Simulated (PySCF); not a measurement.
Compound: C₆H₆S₂.
SMILES with atom numbers: `[CH3:1][C:2](=[S:3])[c:4]1[cH:5][cH:6][cH:7][s:8]1` (hydrogens: H9, H10, H11 on C1; H12 on C5; H13 on C6; H14 on C7)

The same species was optimised twice, with GFN2-xTB and with PBE0-D3(BJ)/def2-SVP (PySCF), and the same property calculations (PySCF, gas phase) were run on both structures.

| coordinate | GFN2-xTB | PBE0-D3(BJ)/def2-SVP | change |
| --- | --- | --- | --- |
| C2–C4 (Å) | 1.424 | 1.453 | +0.029 |
| C6–C7 (Å) | 1.365 | 1.377 | +0.012 |
| C5–C6 (Å) | 1.400 | 1.410 | +0.010 |
| C1–C2 (Å) | 1.492 | 1.501 | +0.009 |
| C4–S8 (Å) | 1.748 | 1.741 | -0.007 |
| C4–C5 (Å) | 1.380 | 1.386 | +0.006 |
| C7–S8 (Å) | 1.709 | 1.707 | -0.002 |
| C2=S3 (Å) | 1.643 | 1.640 | -0.003 |
| C1–C2–C4 (°) | 118.6 | 116.9 | -1.7 |
| S3–C2–C4 (°) | 120.6 | 121.7 | +1.1 |
| C4–S8–C7 (°) | 91.2 | 92.1 | +0.9 |
| C1–C2–S3 (°) | 120.8 | 121.4 | +0.6 |
| C6–C7–S8 (°) | 112.6 | 112.1 | -0.5 |
| C2–C4–C5 (°) | 128.0 | 128.3 | +0.3 |
| C5–C6–C7 (°) | 112.6 | 112.5 | -0.1 |
| C5–C4–S8 (°) | 110.3 | 110.1 | -0.2 |
| C1–C2–C4–C5 (°) | 180 | 180 | 0 |

Rotational constants: A = 2981, B = 1075, C = 793.8 MHz (GFN2-xTB) against A = 2983, B = 1055, C = 782.9 MHz (PBE0-D3(BJ)/def2-SVP). Point groups within 0.08 Å: Cs and Cs. Atoms that the bonding makes alike are paired by their places after alignment.

On the GFN2-xTB structure: lowest singlet, TDDFT (eV) 2.22 [wB97X-D/def2-SVPD]; lowest triplet, Tamm–Dancoff (eV) 1.86 [wB97X-D/def2-SVPD]; isotropic polarisability (au) 115.1 [wB97X-D/def2-SVPD]; HOMO (eV) -8.17 [wB97X-D/def2-SVPD]; LUMO (eV) -1.08 [wB97X-D/def2-SVPD]; dipole (D) 3.44 [wB97X-D/def2-SVPD]; HOMO (eV) -6.30 [PBE0/pcSseg-1]; LUMO (eV) -2.65 [PBE0/pcSseg-1]; dipole (D) 3.33 [PBE0/pcSseg-1]; GIAO shielding of C1 (ppm) 146.8 [PBE0/pcSseg-1]; GIAO shielding of C2 (ppm) -51.7 [PBE0/pcSseg-1]; GIAO shielding of S3 (ppm) -408.0 [PBE0/pcSseg-1]; GIAO shielding of C4 (ppm) 30.7 [PBE0/pcSseg-1]; GIAO shielding of C5 (ppm) 44.9 [PBE0/pcSseg-1]; GIAO shielding of C6 (ppm) 53.0 [PBE0/pcSseg-1]; GIAO shielding of C7 (ppm) 44.8 [PBE0/pcSseg-1]; GIAO shielding of S8 (ppm) 288.5 [PBE0/pcSseg-1].

Q: What do these properties become on the PBE0-D3(BJ)/def2-SVP structure?

A: 
```csv
property,level,on GFN2-xTB,on PBE0-D3(BJ)/def2-SVP,change
"lowest singlet, TDDFT (eV)",wB97X-D/def2-SVPD,2.22,2.27,+0.05
"lowest triplet, Tamm–Dancoff (eV)",wB97X-D/def2-SVPD,1.86,1.91,+0.05
isotropic polarisability (au),wB97X-D/def2-SVPD,115.1,115.9,+0.8
HOMO (eV),wB97X-D/def2-SVPD,-8.17,-8.24,-0.07
LUMO (eV),wB97X-D/def2-SVPD,-1.08,-1.06,+0.02
dipole (D),wB97X-D/def2-SVPD,3.44,3.34,-0.10
"energy, GFN2-xTB geometry as zero (kcal/mol)",wB97X-D/def2-SVPD,0.0,-1.2,-1.2
HOMO (eV),PBE0/pcSseg-1,-6.30,-6.36,-0.06
LUMO (eV),PBE0/pcSseg-1,-2.65,-2.64,+0.01
dipole (D),PBE0/pcSseg-1,3.33,3.25,-0.08
"energy, GFN2-xTB geometry as zero (kcal/mol)",PBE0/pcSseg-1,0.0,-0.6,-0.6
GIAO shielding of C1 (ppm),PBE0/pcSseg-1,146.8,144.4,-2.4
GIAO shielding of C2 (ppm),PBE0/pcSseg-1,-51.7,-52.5,-0.8
GIAO shielding of S3 (ppm),PBE0/pcSseg-1,-408.0,-393.8,+14.2
GIAO shielding of C4 (ppm),PBE0/pcSseg-1,30.7,28.5,-2.2
GIAO shielding of C5 (ppm),PBE0/pcSseg-1,44.9,44.9,0.0
GIAO shielding of C6 (ppm),PBE0/pcSseg-1,53.0,50.8,-2.2
GIAO shielding of C7 (ppm),PBE0/pcSseg-1,44.8,44.5,-0.3
GIAO shielding of S8 (ppm),PBE0/pcSseg-1,288.5,284.5,-4.0
```

The heavy atoms differ by 0.025 Å rms after alignment. Among bonds between heavy atoms C2–C4 changes most (+0.029 Å). Changes are differences of the printed values. Neither structure is proved a minimum here.

Shape of the structure used: `[CH3:1][C:2](=[S:3])[c:4]1[cH:5][cH:6][cH:7][s:8]1`: C1–C2–C4–C5 180°.

The pairwise dispersion term of wB97X-D wasn't added to the energies; at a given geometry it leaves orbitals and properties as they are.
